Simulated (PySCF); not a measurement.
nickel atom (Ni), triplet; PBE/STO-3G (PySCF).

Input for PySCF:
```python
from pyscf import gto, scf, dft

mol = gto.M(
    atom='''
Ni    0.00000000    0.00000000    0.00000000
''',
    basis='sto-3g',
    spin=2,
    verbose=4,
)

mf = dft.UKS(mol)
mf.xc = 'pbe'
mf.kernel()
```

What does PySCF print? Leave out banner, timings and long lists.


```
PySCF version 2.14.0

[INPUT] verbose = 4
[INPUT] num. atoms = 1
[INPUT] num. electrons = 28
[INPUT] charge = 0
[INPUT] spin (= nelec alpha-beta = 2S) = 2
[INPUT] symmetry False subgroup None
[INPUT] Mole.unit = angstrom
[INPUT] Symbol           X                Y                Z      unit          X                Y                Z       unit  Magmom
[INPUT]  1 Ni     0.000000000000   0.000000000000   0.000000000000 AA    0.000000000000   0.000000000000   0.000000000000 Bohr   0.0

nuclear repulsion = 0
number of shells = 8
number of NR pGTOs = 54
number of NR cGTOs = 18
basis = sto-3g
ecp = {}

******** <class 'pyscf.dft.uks.UKS'> ********
method = UKS
initial guess = minao
damping factor = 0
level_shift factor = 0
DIIS = <class 'pyscf.scf.diis.CDIIS'>
diis_start_cycle = 1
diis_space = 8
diis_damp = 0
SCF conv_tol = 1e-09
SCF conv_tol_grad = None
SCF max_cycles = 50
direct_scf = True
direct_scf_tol = 1e-13
number electrons alpha = 15  beta = 13
XC library pyscf.dft.libxc version 7.1.2
    S. Lehtola, C. Steigemann, M. J. T. Oliveira, and M. A. L. Marques,  SoftwareX 7, 1–5 (2018)
XC functionals = pbe
    J. P. Perdew, K. Burke, and M. Ernzerhof,  Phys. Rev. Lett. 77, 3865 (1996)
    J. P. Perdew, K. Burke, and M. Ernzerhof,  Phys. Rev. Lett. 78, 1396 (1997)
    J. P. Perdew, K. Burke, and M. Ernzerhof,  Phys. Rev. Lett. 77, 3865 (1996)
    J. P. Perdew, K. Burke, and M. Ernzerhof,  Phys. Rev. Lett. 78, 1396 (1997)
radial grids:
    Treutler-Ahlrichs [JCP 102, 346 (1995); DOI:10.1063/1.469408] (M4) radial grids

becke partition: Becke, JCP 88, 2547 (1988); DOI:10.1063/1.454033
pruning grids: <function nwchem_prune>
grids dens level: 3
symmetrized grids: False
atomic radii adjust function: <function treutler_atomic_radii_adjust>
small_rho_cutoff = 0
Set gradient conv threshold to 3.16228e-05
tot grids = 20640
init E= -1487.98603820787

cycle= 1 E= -1483.9488594612  delta_E= 4.04  |g|= 0.0206  |ddm|= 4.01

cycle= 2 E= -1488.99460570173  delta_E= -5.05  |g|= 0.738  |ddm|= 3.88

cycle= 3 E= -1488.99474575709  delta_E= -0.00014  |g|= 0.738  |ddm|= 0.00431

cycle= 4 E= -1488.99374868766  delta_E= 0.000997  |g|= 0.738  |ddm|= 1.04

cycle= 5 E= -1488.99447540578  delta_E= -0.000727  |g|= 0.738  |ddm|= 1.35

cycle= 6 E= -1488.99446530274  delta_E= 1.01e-05  |g|= 0.738  |ddm|= 0.0109

cycle= 7 E= -1488.9969919179  delta_E= -0.00253  |g|= 0.737  |ddm|= 0.724

cycle= 8 E= -1488.99782252257  delta_E= -0.000831  |g|= 0.736  |ddm|= 1.35

cycle= 9 E= -1488.99735483814  delta_E= 0.000468  |g|= 0.737  |ddm|= 0.0346
cycle= 10 E= -1483.81542162357  delta_E= 5.18  |g|= 0.565  |ddm|= 3.88

cycle= 11 E= -1490.40666477202  delta_E= -6.59  |g|= 0.707  |ddm|= 3.47
cycle= 12 E= -1490.30175482656  delta_E= 0.105  |g|= 0.785  |ddm|= 1.49

cycle= 13 E= -1489.09750861511  delta_E=  1.2  |g|= 0.645  |ddm|= 2.88

cycle= 14 E= -1489.09837408343  delta_E= -0.000865  |g|= 0.635  |ddm|= 1.41
cycle= 15 E= -1489.30659735012  delta_E= -0.208  |g|= 1.07  |ddm|= 2.96

cycle= 16 E= -1489.13551719316  delta_E= 0.171  |g|= 0.591  |ddm|= 3.23

cycle= 17 E= -1490.78219541389  delta_E= -1.65  |g|= 0.145  |ddm|= 2.16
cycle= 18 E= -1490.38010149834  delta_E= 0.402  |g|= 0.283  |ddm|= 2.19
cycle= 19 E= -1483.94426279164  delta_E= 6.44  |g|= 0.0952  |ddm|= 3.66

cycle= 20 E= -1489.06925253003  delta_E= -5.12  |g|= 0.668  |ddm|=  3.9

cycle= 21 E= -1489.07911225703  delta_E= -0.00986  |g|= 0.657  |ddm|= 0.21

cycle= 22 E= -1489.0837803647  delta_E= -0.00467  |g|= 0.65  |ddm|= 0.978

cycle= 23 E= -1489.10104174267  delta_E= -0.0173  |g|= 0.633  |ddm|= 0.463

cycle= 24 E= -1489.06944117317  delta_E= 0.0316  |g|= 0.668  |ddm|= 0.756

cycle= 25 E= -1489.04437634949  delta_E= 0.0251  |g|= 0.692  |ddm|= 0.155

cycle= 26 E= -1489.04451213954  delta_E= -0.000136  |g|= 0.695  |ddm|= 0.509

cycle= 27 E= -1489.02761612427  delta_E= 0.0169  |g|= 0.707  |ddm|= 1.27
cycle= 28 E= -1483.89814068969  delta_E= 5.13  |g|= 0.332  |ddm|= 3.89

cycle= 29 E= -1483.91196192971  delta_E= -0.0138  |g|= 0.166  |ddm|= 1.07

cycle= 30 E= -1489.1243130368  delta_E= -5.21  |g|= 0.606  |ddm|= 3.92

cycle= 31 E= -1489.11398366755  delta_E= 0.0103  |g|= 0.617  |ddm|= 0.367

cycle= 32 E= -1489.12370488125  delta_E= -0.00972  |g|= 0.606  |ddm|= 0.0691

cycle= 33 E= -1489.12999434914  delta_E= -0.00629  |g|= 0.599  |ddm|= 0.185

cycle= 34 E= -1489.14388045629  delta_E= -0.0139  |g|= 0.582  |ddm|= 0.246

cycle= 35 E= -1489.13740606211  delta_E= 0.00647  |g|= 0.589  |ddm|= 0.279

cycle= 36 E= -1489.13745798238  delta_E= -5.19e-05  |g|= 0.589  |ddm|= 0.752

cycle= 37 E= -1489.18353234642  delta_E= -0.0461  |g|= 0.531  |ddm|= 0.292

cycle= 38 E= -1483.92196653407  delta_E= 5.26  |g|= 0.219  |ddm|= 3.93

cycle= 39 E= -1483.92405847325  delta_E= -0.00209  |g|= 0.178  |ddm|= 0.371

cycle= 40 E= -1489.96762237602  delta_E= -6.04  |g|= 0.273  |ddm|= 2.59

cycle= 41 E= -1489.17891167485  delta_E= 0.789  |g|= 0.552  |ddm|= 2.99

cycle= 42 E= -1489.12155888034  delta_E= 0.0574  |g|= 0.608  |ddm|= 0.924

cycle= 43 E= -1489.11822794279  delta_E= 0.00333  |g|= 0.612  |ddm|= 0.725

cycle= 44 E= -1489.1206835199  delta_E= -0.00246  |g|= 0.61  |ddm|= 0.539

cycle= 45 E= -1489.11992537318  delta_E= 0.000758  |g|= 0.611  |ddm|= 0.197

cycle= 46 E= -1489.0706508839  delta_E= 0.0493  |g|= 0.666  |ddm|= 0.481

cycle= 47 E= -1489.16964983872  delta_E= -0.099  |g|= 0.552  |ddm|= 0.427

cycle= 48 E= -1483.90348871969  delta_E= 5.27  |g|= 0.259  |ddm|= 3.93

cycle= 49 E= -1490.41474019501  delta_E= -6.51  |g|=  0.3  |ddm|= 3.66

cycle= 50 E= -1490.41693882009  delta_E= -0.0022  |g|= 0.309  |ddm|= 0.167
SCF not converged.
SCF energy = -1490.41693882009 after 50 cycles  <S^2> = 2.0000737  2S+1 = 3.0000491
```

The run did not converge; its last values are not results.
